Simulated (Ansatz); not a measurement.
Pulling on the Br1–F2 bond in BrF (multiplicity 1 held). Energies count from the point at 1.774 Å.


Unrestricted levels (U-) break spin symmetry where that is lower. Active spaces are followed from rest. Levels need not reach the same state.

Cores are frozen in the correlated methods. Filled d and f shells under p-block atoms count as core.

Programs: Ansatz (Gaussian orbitals). Each number belongs to the level named beside it.

What energy at R = 7.097 Å does U-CCSD(T)/cc-pVTZ give?

56.6 kcal/mol

What is the computed energy at R = 7.097 Å (FIC-MRCISD+Q on CASSCF(14,8)/cc-pVTZ)?

54.8 kcal/mol

Predict the energy at R = 7.097 Å from U-PBE/cc-pVTZ.

71.0 kcal/mol

Doubts at one or more of the structures used: a spin-contaminated determinant (U-PBE/cc-pVTZ, U-CCSD(T)/cc-pVTZ).

Ansatz is a quantum-chemistry and plane-wave program.
